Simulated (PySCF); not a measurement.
Correlation energy of Mo (molybdenum, neutral)

[Kr] 4d6, high-spin 5D determinant (an excited configuration). Calculation: PySCF 2.14, in def2-TZVPPD with the def2 core potential (28 electrons); scalar relativity through the core potential. Frozen: nothing; 14 electrons correlated.

MP2 pair energies summed by pair of shells (mhartree):

| pair | energy | share (%) |
| --- | --- | --- |
| 4p-4d | -146.97 | 38.0 |
| 4d-4d | -111.90 | 29.0 |
| 4p-4p | -76.52 | 19.8 |
| 4s-4p | -28.41 | 7.4 |
| 4s-4d | -17.91 | 4.6 |
| 4s-4s | -4.80 | 1.2 |

Total MP2 correlation energy: -386.52 mhartree.

Same-spin part -134.45 and opposite-spin part -252.07 mhartree; SCS-MP2 scales them by 1/3 and 6/5 to -347.30 mhartree.

The basis has no tight functions for the innermost shells, so their pair energies are far from complete.

This basis was not built for core-valence correlation, so the inner-shell part is incomplete.
